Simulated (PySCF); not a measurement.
# Orbital picture of AsC

LDA at R = 1.666 Å; basis As x2c-TZVPPall, C x2c-TZVPPall; spin-free X2C with a Gaussian nucleus; PySCF 2.14. State: ²Σ⁺ (doublet), unpaired electrons σ ↑. Only the outer orbitals are listed, counted within each symmetry.

| spin | orbital | occ. | ε (eV) | on As (%) | main shells (%) |
| --- | --- | --- | --- | --- | --- |
| α | 8σ | 1 | -18.19 | 66 | 56 As s, 30 C s, 8 As p |
| α | 9σ | 1 | -11.85 | 55 | 39 C s, 37 As s, 17 As p |
| α | 10σ | 1 | -7.72 | 37 | 46 C p, 35 As p, 17 C s |
| α | 4π | 1 | -7.27 | 48 | 51 C p, 47 As p |
| α | 4π | 1 | -7.27 | 48 | 51 C p, 47 As p |
| α | 5π | 0 | -3.05 | 59 | 54 As p, 41 C p |
| α | 5π | 0 | -3.05 | 59 | 54 As p, 41 C p |
| α | 11σ | 0 | 1.15 | 109 | 101 As p, 17 C p |
| β | 8σ | 1 | -17.71 | 70 | 61 As s, 25 C s |
| β | 9σ | 1 | -11.05 | 63 | 36 C s, 34 As s, 27 As p |
| β | 4π | 1 | -6.91 | 59 | 58 As p, 40 C p |
| β | 4π | 1 | -6.91 | 59 | 58 As p, 40 C p |
| β | 10σ | 0 | -6.05 | 27 | 42 C p, 31 C s, 29 As p |
| β | 5π | 0 | -2.56 | 49 | 51 C p, 42 As p |
| β | 5π | 0 | -2.56 | 49 | 51 C p, 42 As p |

Q: Which are the highest filled and the lowest empty level, where do they sit, and how wide is the gap?

A: Highest filled β 4π at -6.91 eV (in %: 58 As p, 40 C p); lowest empty β 10σ at -6.05 eV (in %: 42 C p, 31 C s, 29 As p); the gap at LDA is 0.86 eV.

The bond order (Mayer) is 2.93. The ⟨S²⟩ is 0.777, the charge on As (Mulliken, basis-dependent) is -0.07 and the charge on As (Löwdin, basis-dependent) is 0.47. The dipole moment (positive dipole means As(−)C(+)) is -1.50 D and the polarisability along the bond is 50.9 bohr³. The polarisability across the bond is 32.0 bohr³.

Shares are Mulliken populations and can fall outside 0 to 100 %.

Spin–orbit coupling is left out. The state is the lowest determinant that a PBE0 search found; another state may lie lower at other levels.
